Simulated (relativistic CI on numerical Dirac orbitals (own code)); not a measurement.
Computed by Dirac-Coulomb-Breit CI, KLI orbitals optimised for each configuration, model QED, unscaled Slater integrals (own radial code, finite nucleus).

Configurations in the expansion (outside the closed core [Ne]): 3s, 3p, 3d, 4s, 4p, 4d, 4f, 5s, 5p, 5d, 5f, 5g, 6s, 6p, 6d, 7s, 7p. Levels of other configurations are missing.

At this charge energies of transitions that change n are usually good to better than 1 %, and those within a shell (Δn = 0) to a few per cent.

Outline of the computed level scheme of Cu XIX. Lowest level of each configuration: 3s ²S1/2 at 0.000 eV; 3p ²P°1/2 at 40.941 eV; 3d ²D3/2 at 100.817 eV; 4s ²S1/2 at 313.983 eV; 4p ²P°1/2 at 330.400 eV; 4d ²D3/2 at 352.616 eV; 4f ²F°5/2 at 362.073 eV; 5s ²S1/2 at 449.171 eV; 5p ²P°1/2 at 457.310 eV.

Some strong electric-dipole decays among the lowest 15 levels: 4f ²F°7/2 → 3d ²D5/2 (2.0e+12 s⁻¹); 4f ²F°5/2 → 3d ²D3/2 (1.8e+12 s⁻¹); 4d ²D5/2 → 3p ²P°3/2 (8.5e+11 s⁻¹); 4d ²D3/2 → 3p ²P°1/2 (7.0e+11 s⁻¹); 4p ²P°1/2 → 3s ²S1/2 (3.9e+11 s⁻¹); 4s ²S1/2 → 3p ²P°3/2 (3.8e+11 s⁻¹); 4p ²P°3/2 → 3s ²S1/2 (3.6e+11 s⁻¹); 5p ²P°1/2 → 3s ²S1/2 (2.3e+11 s⁻¹).
